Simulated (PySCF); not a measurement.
How methods differ on the excitation energy of Ru

Ru [Kr] 4d7 5s1 (5F) → Ru [Kr] 4d7 5p1 (high-spin determinant), as a difference of total energies. All numbers are calculated (PySCF 2.14, scalar relativity by spin-free X2C-1e, in x2c-QZVPPall (13s8p7d4f2g, 118 functions)). Correlated levels: valence: [Kr] frozen; valence and next inner shell: [Ar] 3d10 frozen. The calculations carry no spin-orbit coupling.

```csv
method,excitation energy (eV)
UHF,2.967
LDA,3.667
PBE,3.520
PBE0,3.416
r2SCAN,3.535
PBEsol,3.576
M06-L,3.487
LC-wPBE,3.315
MP2 (valence),3.445
SCS-MP2 (valence),3.312
MP2 (valence and next inner shell),3.603
SCS-MP2 (valence and next inner shell),3.446
```

Task: How much does correlation contribute at MP2 (valence and next inner shell)?

Result: 3.603 − (2.967) = 0.636 eV, measured against UHF.

A first-order spin-orbit estimate (lowest level to lowest level, LS coupling) adds 0.021 eV.

The basis was made for the ground configuration and has no added diffuse functions, so the excitation energy can come out too high.

The determinant of the upper state mixes LS terms, which raises its energy above the lowest term, most at the Hartree-Fock and MP2 levels.
